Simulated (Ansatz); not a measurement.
C$_{2}$H$_{9}$BSSi. Total charge 0; spin multiplicity 1. The bonds changed during the relaxation, so this is another structure than the one it started from.

Cartesian coordinates in Å:
```
B -0.1517 -1.1422 1.2767
Si -0.0079 -0.5234 -0.6476
C 1.6341 0.0960 -1.3122
C -1.0861 0.9812 -0.0738
S -0.4834 0.7986 1.6256
H 0.7642 -1.5258 1.9507
H -1.2108 -1.6934 1.4542
H -0.7053 -1.2642 -1.7409
H 2.2933 -0.7490 -1.5284
H 2.1414 0.7272 -0.5781
H 1.5095 0.6694 -2.2341
H -2.1404 0.7043 -0.1037
H -0.9490 1.9941 -0.4500
H -1.6079 0.9272 2.3617
```

Give the diagnostics of a CCSD(T)/def2-TZVPP run (frozen core, the Gaussian-basis code of Ansatz). (Best estimate.)

Ansatz gave: T1 = 0.0112, largest single amplitude 0.009, largest double 0.018, (T) share of the correlation energy 4.2 %, 9 CCSD cycles. The RHF solution is stable towards an unrestricted one. T1 lies under the customary mark of 0.02 for closed shells.
